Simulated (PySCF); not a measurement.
Fill in the blanks.

Compound: methanetetracarbonitrile, C₅N₄.
SMILES: `N#CC(C#N)(C#N)C#N`

```csv
property,level,value
point group of the GFN2-xTB geometry,GFN2-xTB,Td
"rotational constants A, B, C of the GFN2-xTB geometry",GFN2-xTB,"1.575, 1.572, 1.570 GHz"
dipole moment,B3LYP/def2-SVPD,0.00 D by symmetry (numerical residue 0.01 D)
HOMO energy,B3LYP/def2-SVPD,?
LUMO energy,B3LYP/def2-SVPD,?
lowest singlet excitation,TDDFT B3LYP/def2-SVPD,"7.46 eV (166 nm, f = 0.000)"
lowest triplet excitation (Tamm–Dancoff),TDA B3LYP/def2-SVPD,6.24 eV
static isotropic polarisability,B3LYP/def2-SVPD,67.5 au
electronic spatial extent ⟨r²⟩ about the centre of nuclear charge,B3LYP/def2-SVPD,?
13C chemical shifts (computed TMS as zero) by class,GIAO PBE0/pcSseg-1,?
"isotropic shieldings of nuclei other than C and H, by class",GIAO PBE0/pcSseg-1,-56 (4 N) ppm
largest of the computed one-bond spin–spin couplings (means over like bonds),B3LYP/pcJ-1,"13C–13C +79.1 (×4), 15N–13C -17.5 (×4) Hz"
```

The electronic properties come from PySCF, for the isolated species, density fitting.

Question: What is the HOMO energy?

Answer: -11.25 eV.

Question: The 13C chemical shifts (computed TMS as zero) by class?

Answer: 107.8 (4 C), 15.4 (1 C) ppm.

Question: What is the LUMO energy?

Answer: -2.18 eV.

Question: The electronic spatial extent ⟨r²⟩ about the centre of nuclear charge?

Answer: 989 bohr².

The rotational constants are those of a spherical top; the small spread among constants that symmetry makes equal is optimisation noise. In wavenumbers S1 is 60200 cm⁻¹ (1 eV = 8065.54 cm⁻¹). The polarisability is 10.00 Å³ as a volume (1 au = 0.148185 Å³), or 1.16 au for each of the 58 electrons. The vertical singlet–triplet gap S1 − T1 is 1.22 eV (TDDFT singlet less Tamm–Dancoff triplet). No computed singlet falls in the visible range (750 to 380 nm, 1.65 to 3.26 eV); S1 lies 4.20 eV above its blue end.
